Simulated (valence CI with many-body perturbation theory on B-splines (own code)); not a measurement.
E1 line list for Tm55+

Method: configuration interaction combined with many-body perturbation theory (CI+MBPT): four valence electrons over a frozen Dirac-Fock core [Ne], radial functions for each j: 11 s, 11 p, 10 d, 8 f, 5 g, 2 h, with the one-electron correlation potential Σ1, the two-electron term Σ2, the three-electron term Σ3, Breit, model QED; selected CI, second order for the rest, scaled by the run's own slope (own B-spline code, finite nucleus).

No measured spectrum was set against this ion. As an estimate, large intervals hold to a few tenths of a per cent, small ones and those within an open d or f shell to about a per cent. Among the levels kept, up to 570 cm⁻¹ of a level comes from second order outside the variational space, and about a tenth of that is noise between levels of different J, which matters for small intervals.

Lines 151 to 200 of 515 in falling wavelength, among levels below 100.29 Ry, chosen from the strongest by gf and those to the six lowest levels. Wavelengths and rates use the calculated energies. Electric multipoles are in the length gauge, E1 and E2 with the static RPA response of the core. Weak lines are less certain than strong ones. Lines between different terms over intervals too small for the method are left out, as are lines whose strength nearly cancels. The highest levels of a list are the least certain.

Levels are named by their leading jj configuration (3d3/2^4 stands for four electrons in 3d with j = 3/2), which in mixed levels can hold well under half, so a name can repeat and another be missing. Letters in brackets count levels of one name in rising energy.

```csv
λ vac (Å),Upper,Lower,A (s⁻¹),S (a.u.)
44.46,(3s 3p1/2 3d5/2^2) J=1 [b],(3s 3p1/2 3p3/2 3d5/2) J=2 [c],1.40e+11,1.82e-02
44.43,(3s 3p1/2 3d5/2^2) J=3 [a],(3s 3p1/2 3p3/2 3d5/2) J=4 [b],5.01e+10,1.52e-02
44.43,(3s 3p1/2 3p3/2 3d5/2) J=3 [d],(3s 3p1/2 3p3/2^2) J=2 [b],2.96e+11,8.96e-02
44.38,(3s 3p1/2 3p3/2 3d5/2) J=3 [a],(3s 3p1/2 3p3/2^2) J=2 [a],1.95e+11,5.88e-02
44.35,(3s^2 3d3/2 3d5/2) J=1,(3s^2 3p3/2 3d3/2) J=0,1.15e+11,1.48e-02
44.29,(3s^2 3d3/2 3d5/2) J=4,(3s^2 3p3/2 3d3/2) J=3,2.49e+11,9.61e-02
44.28,(3s 3p1/2 3d3/2 3d5/2) J=2 [c],(3s 3p1/2 3p3/2 3d3/2) J=1 [b],1.45e+11,3.10e-02
44.23,(3s 3p1/2 3p3/2 3d5/2) J=1 [b],(3s 3p1/2 3p3/2^2) J=0,1.46e+11,1.87e-02
44.22,(3s 3p1/2 3p3/2 3d5/2) J=2 [c],(3s 3p1/2 3p3/2^2) J=2 [b],9.33e+10,1.99e-02
44.19,(3s 3p1/2 3d3/2 3d5/2) J=3 [a],(3s 3p1/2 3p3/2 3d3/2) J=2 [a],2.38e+11,7.10e-02
44.16,(3s^2 3d3/2 3d5/2) J=1,(3s^2 3p3/2 3d3/2) J=1,1.09e+11,1.39e-02
44.11,(3s 3p1/2 3p3/2 3d5/2) J=2 [c],(3s 3p1/2 3p3/2^2) J=1 [a],2.35e+11,4.97e-02
44.09,(3s 3p1/2 3d3/2 3d5/2) J=5,(3s 3p1/2 3p3/2 3d3/2) J=4,1.91e+11,8.90e-02
44.01,(3s 3p1/2 3d5/2^2) J=3 [a],(3s 3p1/2 3p3/2 3d5/2) J=3 [b],1.35e+11,3.96e-02
44.00,(3s 3p3/2^2 3d5/2) J=2 [a],(3s 3p3/2^3) J=2,3.24e+11,6.82e-02
43.89,(3s^2 3d5/2^2) J=0,(3s^2 3p3/2 3d5/2) J=1,4.82e+11,2.01e-02
43.70,(3s 3p1/2 3d3/2 3d5/2) J=4 [b],(3s 3p1/2 3p3/2 3d3/2) J=4,3.04e+10,1.13e-02
43.62,(3s 3p1/2 3d3/2 3d5/2) J=1 [a],(3s 3p1/2 3p3/2 3d3/2) J=0 [a],1.32e+11,1.62e-02
43.57,(3s 3p1/2 3d3/2 3d5/2) J=4 [c],(3s 3p1/2 3p3/2 3d3/2) J=3 [b],1.86e+11,6.82e-02
43.56,(3s 3p1/2 3d3/2 3d5/2) J=2 [a],(3s 3p1/2 3p3/2 3d3/2) J=1 [a],1.38e+11,2.81e-02
43.51,(3s 3p3/2^2 3d5/2) J=2 [c],(3s 3p3/2^3) J=1,5.78e+11,1.18e-01
43.27,(3s 3p1/2 3d5/2^2) J=2 [b],(3s 3p1/2 3p3/2 3d5/2) J=2 [b],1.23e+11,2.46e-02
43.09,(3s^2 3p3/2 3d5/2) J=3,(3s^2 3p3/2^2) J=2,4.92e+11,1.36e-01
43.07,(3s 3p1/2 3d5/2^2) J=2 [a],(3s 3p1/2 3p3/2 3d5/2) J=2 [a],2.63e+11,5.19e-02
43.07,(3s 3p1/2 3d5/2^2) J=5,(3s 3p1/2 3p3/2 3d5/2) J=5,9.81e+10,4.26e-02
42.93,(3s 3p1/2 3p3/2 3d5/2) J=4 [c],(3s 3p1/2 3p3/2^2) J=3,1.72e+11,6.03e-02
42.92,(3s 3p1/2 3p3/2 3d5/2) J=3 [b],(3s 3p1/2 3p3/2^2) J=2 [a],1.25e+11,3.41e-02
42.86,(3s^2 3d5/2^2) J=4,(3s^2 3p3/2 3d5/2) J=4,1.09e+11,3.82e-02
42.85,(3s 3p1/2^2 3d5/2) J=2,(3s 3p1/2^2 3p3/2) J=2,3.94e+10,7.65e-03
42.69,(3s^2 3d5/2^2) J=2,(3s^2 3p3/2 3d5/2) J=2,3.40e+11,6.53e-02
42.66,(3s 3p3/2^2 3d5/2) J=2 [b],(3s 3p3/2^3) J=2,2.24e+11,4.29e-02
42.57,(3s 3p1/2 3d5/2^2) J=3 [a],(3s 3p1/2 3p3/2 3d5/2) J=3 [a],1.08e+11,2.87e-02
42.57,(3s 3p3/2^2 3d5/2) J=3 [c],(3s 3p3/2^3) J=2,4.88e+11,1.30e-01
42.23,(3s 3p1/2 3d5/2^2) J=1 [a],(3s 3p1/2 3p3/2 3d5/2) J=1 [a],1.39e+11,1.55e-02
41.87,(3s 3p1/2 3d3/2 3d5/2) J=3 [c],(3s 3p1/2 3p3/2 3d3/2) J=3 [a],5.38e+10,1.36e-02
41.70,(3s 3p1/2 3d5/2^2) J=4 [a],(3s 3p1/2 3p3/2 3d5/2) J=4 [a],1.18e+11,3.79e-02
40.99,(3s 3p1/2 3p3/2 3d5/2) J=3 [c],(3s 3p1/2 3p3/2^2) J=2 [a],1.33e+11,3.16e-02
40.81,(3s 3p1/2 3p3/2 3d5/2) J=3 [d],(3s 3p1/2 3p3/2^2) J=3,4.98e+10,1.17e-02
37.53,(3s 3p3/2^2 3d3/2) J=4,(3s^2 3p3/2 3d5/2) J=3,4.54e+10,1.07e-02
33.99,(3s 3p3/2^2 3d5/2) J=4 [a],(3s^2 3p3/2 3d5/2) J=3,2.22e+11,3.87e-02
33.56,(3p1/2 3p3/2^2 3d5/2) J=3,(3s 3p1/2 3p3/2 3d5/2) J=2 [d],1.34e+11,1.75e-02
33.12,(3s 3p1/2 3p3/2 3d3/2) J=2 [a],(3s^2 3p1/2 3d3/2) J=2,5.29e+09,4.75e-04
32.95,(3p1/2 3p3/2^2 3d5/2) J=3,(3s 3p1/2 3p3/2 3d5/2) J=2 [c],1.24e+11,1.53e-02
32.65,(3s 3p3/2^2 3d5/2) J=0,(3s^2 3p3/2 3d5/2) J=1,4.88e+11,8.39e-03
32.40,(3s 3p1/2 3p3/2^2) J=2 [a],(3s^2 3p1/2 3p3/2) J=2,1.18e+10,9.90e-04
32.40,(3p1/2 3p3/2^2 3d5/2) J=4 [b],(3s 3p1/2 3p3/2 3d5/2) J=3 [d],2.50e+11,3.77e-02
32.30,(3s 3p3/2^2 3d3/2) J=1 [a],(3s^2 3p3/2 3d3/2) J=0,2.23e+11,1.11e-02
32.28,(3s 3p1/2 3p3/2 3d5/2) J=2 [a],(3s^2 3p1/2 3d5/2) J=2,1.18e+11,9.75e-03
32.25,(3s 3p1/2 3p3/2 3d3/2) J=1 [a],(3s^2 3p1/2 3d3/2) J=2,9.64e+09,4.79e-04
32.20,(3s 3p3/2^2 3d3/2) J=1 [a],(3s^2 3p3/2 3d3/2) J=1,1.73e+11,8.55e-03
```
